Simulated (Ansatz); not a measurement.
Ansatz (a program for electronic structure) input:

Ansatz 0.2 input:
```yaml
crystal:
  periodic: [false, false, false]
  atoms:
    - {symbol: C, position_ang: [1.68921057, -0.38959497, -0.52708370]}
    - {symbol: C, position_ang: [0.75462190, 0.15395693, 0.24251572]}
    - {symbol: C, position_ang: [-0.62612724, 0.49238941, -0.22442466]}
    - {symbol: O, position_ang: [-1.62950208, -0.17134035, 0.54492743]}
    - {symbol: H, position_ang: [1.50020664, -0.61143889, -1.57187190]}
    - {symbol: H, position_ang: [2.67602028, -0.62453304, -0.14926218]}
    - {symbol: H, position_ang: [0.95992023, 0.36218275, 1.28875840]}
    - {symbol: H, position_ang: [-0.72965390, 0.26416257, -1.29209074]}
    - {symbol: H, position_ang: [-0.82542426, 1.55786458, -0.09042587]}
    - {symbol: H, position_ang: [-1.45128369, -1.11802335, 0.50942869]}
basis:
  gaussian:
    orbitals: def2-TZVP
hamiltonian:
  xc: b3lyp
  dispersion: d3bj
phonons: {temperatures: {t_min: 298.15, t_max: 298.15, t_step: 100}}
```

Problem. What final total energy does it print?

Solution. -193.21216 Eh (B3LYP-D3(BJ)/def2-TZVP). The basis has 160 functions. The run takes around 2.0 core-minutes (rough).
